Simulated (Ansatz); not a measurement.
Reaction (cleavage of the Si–Ga bond): `[NH2][GaH][SiH3]` + `C=CN[SiH2]Cl` → `C=CN([SiH3])[SiH2]Cl` + `[NH2][GaH2]`

Program: Ansatz. Geometries: PBE0-D4/def2-TZVP. ΔE: electronic, gas phase. CBS: MP2 limit from def2 TZ/QZ plus the TZ coupled-cluster correction, frozen cores. DFT in def2-TZVPP. B3LYP here is the variant with VWN-RPA as its local correlation; programs differ in this. For Ga outer-core shells are correlated without core-valence functions, which leaves a few kJ/mol of doubt a bond. Scalar relativity is left out up to krypton. Each species was taken in one conformer, which may not be the lowest.

```tsv
level	ΔE (kcal/mol)	difference from CCSD(T)/CBS
r2SCAN-D4	-2.1	1.9
B3LYP-D4	-3.0	1.0
ωB97X-V	-3.9	0.1
ωB97M-V	-4.8	-0.8
B2PLYP	-2.6	1.4
r2SCAN	-1.6	2.4
PBE0	0.7	4.7
B3LYP	0.2	4.2
HF/def2-TZVPP	-3.6	0.4
SCS-MP2/def2-TZVPP	-6.2	-2.2
CCSD/def2-TZVPP	-4.0	0.0
CCSD(T)/def2-TZVPP	-4.3	-0.3
MP2/def2-QZVPP	-6.5	-2.5
SCS-MP2/def2-QZVPP	-6.2	-2.2
HF/CBS(def2)	-4.1	-0.1
CCSD/CBS(def2)	-3.7	0.3
CCSD(T)/CBS	-4.0	0
```

Largest T1 diagnostic among the species: 0.015.

From PBE to PBE0 (25 % exact exchange), in def2-TZVPP and without D4, ΔE moves by −1.8 kcal/mol. The D4 term adds −3.3 kcal/mol with B3LYP and −1.7 kcal/mol with PBE0; it sums over pairs of atoms, weighted by their polarisabilities, and B3LYP, whose exchange is more repulsive, gets the larger term.
